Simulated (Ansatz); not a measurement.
Reaction (redistribution): `F[SiH](F)Br` + `O=C[O][SnH3]` → `O=CO[SiH](F)Br` + `[F][SnH3]`

Isolated molecules relaxed with PBE0-D4/def2-TZVP in Ansatz; ΔE leaves out vibrations. CCSD(T)/CBS is the MP2 limit (def2-TZVPP, def2-QZVPP) plus CCSD(T) − MP2 in def2-TZVPP, frozen cores. Functionals use def2-TZVPP. B3LYP here is the variant with VWN-RPA as its local correlation; programs differ in this. def2 core potentials past Kr. For Br, Sn outer-core shells are correlated without core-valence functions, which leaves a few kJ/mol of doubt a bond. Scalar relativity is left out up to krypton. Each species was taken in one conformer, which may not be the lowest.

`F[SiH](F)Br`:

```xyz
5

F     1.220   -1.017   -0.227
Si    0.070    0.055   -0.091
F     0.650    1.276    0.722
Br   -1.593   -0.817    1.020
H    -0.347    0.503   -1.424
```

`O=C[O][SnH3]`:

Z-matrix (Å, degrees):
```
Sn
C 1 2.738
O 1 2.055 2 27.0
H 1 1.695 2 95.7 3 -121.4
H 1 1.705 2 123.6 3 0.0
H 1 1.695 2 95.7 3 121.4
O 2 1.213 1 77.9 3 180.0
H 2 1.100 1 159.4 3 -0.0
```

`O=CO[SiH](F)Br`:

```xyz
8

O     0.340   -1.893   -0.103
C    -0.453   -1.267   -0.738
O    -0.674    0.046   -0.586
Si    0.162    0.924    0.559
F    -0.567    2.325    0.532
Br    2.241    1.206   -0.042
H    -1.100   -1.683   -1.522
H     0.050    0.341    1.899
```

`[F][SnH3]`:

Cartesian coordinates in Å:
```
F -0.616 1.681 0.189
Sn 0.043 -0.117 -0.013
H 1.074 -0.051 -1.364
H -1.349 -1.063 -0.259
H 0.848 -0.450 1.447
```

```
             level  ΔE (kJ/mol)  difference from CCSD(T)/CBS
            PBE-D4         50.9                         -2.8
           PBE0-D4         49.9                         -3.8
          B3LYP-D4         46.8                         -6.9
           ωB97X-V         47.5                         -6.2
           ωB97M-V         49.5                         -4.2
            B2PLYP         51.5                         -2.2
               PBE         51.9                         -1.8
            r2SCAN         52.7                         -1.0
             B3LYP         48.2                         -5.5
SCS-MP2/def2-TZVPP         52.7                         -1.0
   CCSD/def2-TZVPP         52.2                         -1.5
     HF/def2-QZVPP         42.8                        -10.9
    MP2/def2-QZVPP         55.7                          2.0
SCS-MP2/def2-QZVPP         52.1                         -1.6
      HF/CBS(def2)         42.7                        -11.0
     MP2/CBS(def2)         55.6                          1.9
       CCSD(T)/CBS         53.7                            0
```

Largest T1 diagnostic among the species: 0.017.

In def2-TZVPP, CCSD(T) changes the Hartree–Fock value by +11.1 kJ/mol (the triples alone add +2.3 kJ/mol) and MP2 by +13.0 kJ/mol.
